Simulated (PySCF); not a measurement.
Computed properties of Si(Cl)(OMe) (CH₃ClOSi), SMILES CO[Si]Cl

Si(Cl)(OMe) (CH3ClOSi), SMILES CO[Si]Cl (connectivity only; charge and spin as stated), neutral, multiplicity 1. Geometry optimised at ωB97X-D3(BJ)/def2-SVP. The values are those of a single conformer. All values are computed for the isolated molecule unless a solvent is named; none is compared with measurement here.

**Structure.** The optimised structure has Cs symmetry. All 15 harmonic modes at ωB97X-D3(BJ)/def2-SVP (PySCF) are real, so it is a minimum. With heavy atoms numbered as in [Si:1]([Cl:2])[O:3][CH3:4], the shortest bond between them is O3–C4 at 1.414 Å and the longest Si1–Cl2 at 2.121 Å.

**Vibrations.** The strongest infrared lines (harmonic, unscaled, degenerate partners summed) lie at 1221 cm⁻¹ (212 km/mol, O 43 %, H 28 %, C 25 %), 511 cm⁻¹ (155 km/mol, Si 61 %, Cl 35 %), 1176 cm⁻¹ (136 km/mol, H 49 %, C 26 %, O 23 %). The softest mode is at 63 cm⁻¹ and the zero-point energy is 27.9 kcal/mol.

**Electronic structure.** ωB97X/def2-TZVPD (PySCF) places the frontier levels at -9.84 and 0.09 eV, a gap of 9.93 eV, and gives a dipole moment of 1.60 D and a mean polarisability of 60.8 bohr³.

**Excitations.** TDA-PBE0/def2-SVPD (PySCF) has S1 at 4.90 eV (253 nm, f = 0.086, bright); the most intense of the 10 singlets computed lies at 7.61 eV (f = 0.37). T1 (TDA) is at 2.83 eV, 2.07 eV under S1. No vertical singlet excitation falls in the visible range (under 3.1 eV).

**NMR.** GIAO shifts at PBE0/pcSseg-1 (PySCF) (non-relativistic, atoms alike by connectivity averaged): ¹³C at 56.1 ppm against TMS; ¹H at 4.5 ppm against TMS; ²⁹Si at 128.5 ppm against TMS. Without spin–orbit terms, shifts of atoms bonded to Cl or Br come out too high.
